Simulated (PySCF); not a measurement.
2,3-dimethylthiophene, C₆H₈S.
SMILES with atom numbers: `[CH3:1][c:2]1[cH:3][cH:4][s:5][c:6]1[CH3:7]` (hydrogens: H8, H9, H10 on C1; H11 on C3; H12 on C4; H13, H14, H15 on C7)

Method used: PBE0-D3(BJ)/def2-SVP geometry optimisation, gas phase in PySCF 2.14.0.

(1) What internal coordinates does the optimisation give?

Results:

(1) 
```csv
bond,length (Å),order
C1–C2,1.497,single
C2–C3,1.430,aromatic
C3–C4,1.368,aromatic
C4–S5,1.716,aromatic
S5–C6,1.728,aromatic
C6–C7,1.494,single
C2–C6,1.378,aromatic
"C1–H8, C1–H9, C1–H10",1.101,single
C3–H11,1.092,single
C4–H12,1.089,single
"C7–H13, C7–H14, C7–H15",1.101,single
```

Bonds in one row agree within 0.01 Å and their mean is given. Orders are formal, as drawn. A selection of angles:
```csv
angle,degrees
C2–C1–H8,111.3
H8–C1–H9,107.1
C1–C2–C3,123.5
C1–C2–C6,124.5
C3–C2–C6,112.0
C2–C3–C4,113.3
C2–C3–H11,123.4
C4–C3–H11,123.2
C3–C4–S5,111.1
C3–C4–H12,128.3
S5–C4–H12,120.5
C4–S5–C6,92.5
S5–C6–C7,120.4
C2–C6–S5,111.0
C2–C6–C7,128.5
C6–C7–H13,111.5
H13–C7–H14,107.4
```

S5 (thiophene-type sulfur) is bent (angle 92.5°). The 5-membered ring C2–C3–C4–S5–C6 has internal angles of 92.5° to 113.3°; it is planar, 0.00 Å rms from its mean plane, widest ring torsion 0°. The 5 C–C bonds span 1.368 Å (C3–C4, aromatic) to 1.497 Å (C1–C2, drawn single), a spread of 0.129 Å. Of the pairs four or more bonds apart, C7···H10 is among the closest relative to their van der Waals radii: 2.76 Å, 95 % of the sum of Bondi's values. The 7 heavy atoms lie in one plane (0.005 Å rms).

PBE0-D3(BJ)/def2-SVP frequencies: not computed here.
